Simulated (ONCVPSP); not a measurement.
# Which change was made? (Hg, ONCV)

* Element: Hg (Z = 80)
* Generator: ONCVPSP 4.0.1
* Type: optimised norm-conserving Vanderbilt (ONCV)
* Functional: PBE
* Relativity: scalar-relativistic
* Frozen core: [Xe] 4f14
* Valence charge: 12
* Reference configuration: 5d10 6s1.75 (charge +0.25)
* Partial waves: 6s: rc 2.20 bohr, ncon 4, nbas 8, qcut 3.1 1/bohr, 2 projectors, debl 2 Ha; p scattering state at 0.17 Ha: rc 2.25 bohr, ncon 3, nbas 7, qcut 3.9 1/bohr, 2 projectors, debl 0.9 Ha; 5d: rc 1.40 bohr, ncon 4, nbas 7, qcut 8 1/bohr, 2 projectors, debl 1 Ha
* Local potential: polynomial inside 0.90 bohr (lpopt 5, dvloc0 0 Ha)
* Core correction: Teter function, parameters optimised by the program

In the p channel the program set the typed energies aside and used 0.050, 0.950 Ha.

Cutoffs, loose and tight: the cutoffs (Ha) at which the residual kinetic energy of the hardest occupied pseudo-wave falls to 1 and 0.1 mHa per electron. They do not see the model core or the augmentation charge, which bear on the density cutoff. Test errors are all-electron minus pseudo excitation energies from the reference, over the configurations 5d10 6s2; 5d10 6s1; 5d10 6s0; 5d10 6s0 6p2; variants that change the core or the reference have their own tests.

The base gives: outcome: generated, projector energies reset by the program; cutoff, loose: 22 Ha; cutoff, tight: 27 Ha; bound ghosts: s, p; GHOST(+) flags above zero: s, p; largest test error (meV): -69.

Q: After one change the result is: outcome: generated, projector energies reset by the program; cutoff, loose: 45 Ha; cutoff, tight: 80 Ha; bound ghosts: s, p; GHOST(+) flags above zero: s, p; largest test error (meV): -44. Which change was it?
A. s: qcut 3.2; p: qcut 4; d: qcut 8.3
B. s: qcut 2.4; p: qcut 3; d: qcut 6.2
C. s: qcut 2.1; p: qcut 2.6; d: qcut 5.4

A: C. The others give: s: qcut 2.4; p: qcut 3; d: qcut 6.2 → outcome: generated, projector energies reset by the program; cutoff, loose: 22 Ha; cutoff, tight: 58 Ha; bound ghosts: s, p; GHOST(+) flags above zero: s, p; largest test error (meV): -54 | s: qcut 3.2; p: qcut 4; d: qcut 8.3 → outcome: failed: ERROR pspot: first pseudo wave function has node, program will stop.
